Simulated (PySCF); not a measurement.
# A search over the determinants of TlBi

Unrestricted PBE0; PySCF, scalar-relativistic core potentials, basis sets Tl def2-SVP with ECP60, Bi def2-SVP with ECP60. Outer shells of the fragments: Tl 5d10 6s2 6p1; Bi 5d10 6s2 6p3.

Followed along the bond (rough minima from three points):

| 2Ms+1 | unpaired | ⟨S²⟩ at the start | R at minimum (Å) | Te (eV) |
| --- | --- | --- | --- | --- |
| 3 | π ↑↑ | 2.01 | 3.09 | 0.00 |
| 1 | π ↑↓ | 1.00 | 3.08 | 0.30 |
| 3 | σ ↑, π ↑ | 2.02 | 2.90 | 0.39 |
| 1 | σ ↓, π ↑ | 1.01 | 2.88 | 0.63 |
| 1 | none | 0.00 | 3.07 | 1.07 |

Solutions found at the starting distance of 2.890 Å, counted from the lowest of them; the search is not exhaustive and high or unbound solutions are not listed, so other states can lie among these:

```
2Ms+1    unpaired   term  E (eV)  ⟨S²⟩  ⟨Lz²⟩  μ (D)
    3        π ↑↑    ³Σ⁻    0.00  2.01   0.00  -1.59
    1        π ↑↓  mixed    0.29  1.00   2.01  -1.51
    3    σ ↑, π ↑     ³Π    0.30  2.02   1.01  -2.54
    1    σ ↓, π ↑  mixed    0.53  1.01   1.01  -2.49
    1        none  mixed    1.05  0.00   2.00  -1.12
    5  σ ↑, π ↑↑↑     ⁵Π    1.67  6.01   1.00   1.91
```

A term symbol is given only where ⟨S²⟩ and ⟨Lz²⟩ are close to those of a pure state; real π, δ and φ orbitals otherwise mix terms. A positive dipole means Tl(−)Bi(+).

These are scalar-relativistic numbers at best; spin–orbit coupling would shift them, the dissociation energy most. Counting both spins, an empty level lies below a filled one in some of these solutions, because spin and occupation are held.
